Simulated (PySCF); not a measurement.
These compounds are isomers of formula C₈H₁₁BO.

A. SMILES C=CCB(C)c1ccco1
B. `CCOC1=CBC=CC=C1`
C. SMILES CCCC#CC#CBOC

Spectrum 1. 1H NMR (300 MHz, computed): δ 4.69 (br, 1H), 3.97 (s, 3H), 2.16 (t, 2H), 1.48 (m, 2H), 0.94 (t, 3H). 13C{1H} NMR (computed): δ 100.6 (C), 91.8 (C), 86.5 (C), 72.3 (C), 62.5 (CH3), 25.9 (CH2), 24.2 (CH2), 15.9 (CH3).

Spectrum 2. 1H NMR (300 MHz, computed): δ 8.51 (m, 1H), 7.89 (d, 1H), 7.88 (m, 1H), 7.46 (m, 1H), 6.96 (d, 1H), 6.25 (br, 1H), 3.72 (q, 2H), 1.55 (t, 3H). 13C{1H} NMR (computed): δ 176.0 (C), 166.8 (CH), 149.4 (CH), 143.5 (CH), 143.3 (CH), 127.2 (CH), 63.1 (CH2), 16.9 (CH3).

Spectrum 3. 1H NMR (300 MHz, computed): δ 7.74 (m, 1H), 7.59 (m, 1H), 6.68 (m, 1H), 5.90 (m, 1H), 5.37 (m, 1H), 5.29 (m, 1H), 2.62 (d, 2H), 0.92 (s, 3H). 13C{1H} NMR (computed): δ 167.9 (C), 153.8 (CH), 141.1 (CH), 135.0 (CH), 127.4 (CH2), 117.2 (CH), 31.8 (CH2), 8.6 (CH3).

Level of theory: σ from GIAO-PBE0/pcSseg-1, structure optimised with PBE0-D3(BJ)/def2-SVP, in PySCF (relativity neglected, fast rotation and ring inversion assumed for equivalent nuclei, gas phase, a single conformation).

Scale: 1H (σref 31.27), 13C (σref 184.41) vs TMS (reference shieldings calculated alike). Where no couplings were computed, multiplicities follow the n + 1 count of equivalent neighbours, and m marks all less simple cases (inequivalent or close neighbours, rings, F or P nearby). Couplings to H on boron are left out. Carbons bonded to boron are broad in practice. Shifts are as computed. Against solution values, carbons near 30 ppm lie about +2 ppm off and those near 130 ppm about +5 ppm. Of 1313 compounds with measured shifts, 239 miss one by over three times the rms of a fit or turn the order of signals round; such compounds aren't used in these exercises.

Question: Which spectrum belongs to which compound?

Answer: 1–C, 2–B, 3–A.

- Spectrum 1 (C): 8 13C signals; δC 100.6 is an alkyne carbon; δC 91.8 is an alkyne carbon.
- Spectrum 2 (B): 8 13C signals; δC 176.0 is an alkene carbon bearing oxygen; δC 149.4 is an alkene CH.
- Spectrum 3 (A): 8 13C signals; δC 141.1 is an alkene CH; δC 135.0 is an aromatic CH.
